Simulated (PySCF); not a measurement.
# LiHg⁺ at PBEsol

Level: PBEsol. basis Li cc-pVDZ, Hg cc-pVDZ-PP with ECP60; scalar-relativistic core potentials; PySCF 2.14.

| Property | Result |
| --- | --- |
| state | ¹Σ⁺ (singlet), closed shell |
| bond length | 5.078 bohr |
| harmonic wavenumber | 251 cm⁻¹ |
| force constant | 0.252 mdyn/Å |
| rotational constant Be | 0.3443 cm⁻¹ |
| anharmonicity ωexe | 3.57 cm⁻¹ |
| vibration–rotation constant αe | 0.00669 cm⁻¹ |
| well depth De to Li⁺ + Hg | 12.5 kcal/mol |
| dissociation energy D0 | 12.2 kcal/mol |
| HOMO–LUMO gap | 5.29 eV |
| bond order (Mayer) | 0.39 |
| dipole moment (positive dipole points towards Hg; it is taken about the centre of mass and depends on that origin) | -9.34 D |

Closed-shell solutions of metal pairs were not tested for spin polarisation, which can lower them a little. Spin–orbit coupling is left out. For an ion De counts to the pair picked by the measured ionisation energies or electron affinities, which need not be the lowest pair at this level.
